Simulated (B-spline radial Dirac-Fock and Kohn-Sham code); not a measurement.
Compton profile of Cl¹²⁺

System: chlorine as Cl¹²⁺ in the configuration [He] 2s2 2p1.

Level of theory: the impulse approximation on configuration-average Dirac-Fock orbitals; a radial finite-basis atomic code. pz is in atomic units of momentum; subshell profiles are per electron, for a selection of subshells; open shells are spread over both j values by their weights.

```csv
pz,J total,J 2s1/2,J 2p1/2,J 2p3/2
1,0.5144,0.160,0.0925,0.0929
1.2,0.4956,0.151,0.0922,0.0925
1.4,0.4747,0.141,0.0917,0.0920
1.6,0.4521,0.131,0.0910,0.0913
1.8,0.4285,0.120,0.0900,0.0903
2,0.4042,0.109,0.0888,0.0891
2.5,0.3438,0.0819,0.0843,0.0846
3,0.2878,0.0585,0.0781,0.0783
4,0.2004,0.0261,0.0620,0.0620
5,0.1454,0.0109,0.0451,0.0450
7,0.09127,0.00450,0.0201,0.0200
10,0.05342,0.00404,0.00521,0.00512
15,0.02120,0.00173,0.000630,0.000611
20,0.008399,0.000609,0.000107,0.000102
30,0.001595,9.53e-05,6.84e-06,6.31e-06
40,0.0004028,2.17e-05,< 1e-6,< 1e-6
60,4.882e-05,2.41e-06,< 1e-6,< 1e-6
```

Task: What is the peak value J(0), and which subshell contributes most to it?

Result: J(0) = 0.5611. The 2s1/2 subshell gives the largest part, 65 %.

Mean momentum ⟨p⟩ by subshell (a.u.): 1s1/2 14.2, 2s1/2 4.97, 2p1/2 6.69, 2p3/2 6.66.

Values without a named source are computed, but for edge energies of neutral atoms, which are taken from tables.
